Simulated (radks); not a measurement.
Spherical quantum dot in the effective-mass picture: electrons in a parabolic well V = omega^2 r^2 / 2 with omega = 0.25, with a point charge +2 (a donor) at the centre, all in effective atomic units (hartree* = m*/eps^2 hartree, bohr* = eps/m* bohr), one dielectric constant everywhere. Method: non-relativistic Kohn-Sham, r2SCAN, spin-polarised, spherical densities, generalised Kohn-Sham scheme; computed with a radial shooting solver with Libxc functionals. Levels are named by radial order and angular momentum (1s, 1p, 1d, 2s, ...), and open shells are averaged over m.

N = 15, configuration 1s2 1p6 1d(up 5, down 0) 2s2. This is the lowest configuration that the search found. Occupied and some empty levels:

level    occupation  eigenvalue (hartree*)  <r> (bohr*)
1s down           1                 2.5409       0.9730
1s up             1                 2.5462       0.9671
2s up             1                 3.0592        4.428
2s down           1                 3.1019        4.207
1p up             3                 3.1035        4.486
1p down           3                 3.1461        4.239
1d up             5                 3.2249        5.007
1d down           0                 3.2852        4.913
1f up             0                 3.3664        5.391
2p up             0                 3.4293        4.457
1f down           0                 3.4368        5.356
2p down           0                 3.4584        4.492
1g up             0                 3.5268        5.723
1g down           0                 3.6055        5.700

Energy (hartree*): total 22.5779, kinetic 5.3560, external -3.7595, Hartree 24.834, exchange-correlation -3.8530.

Electron density:

r (bohr*)  n(r) (e/bohr*^3)
0.404                0.8022
1.08                0.08109
1.75                0.01771
2.43                0.01494
3.10                0.01732
3.78                0.01789
4.45                0.01565
5.13                0.01121
5.80               0.006325
6.48               0.002749
7.15              0.0009004
7.83              0.0002218
8.50             0.00004150
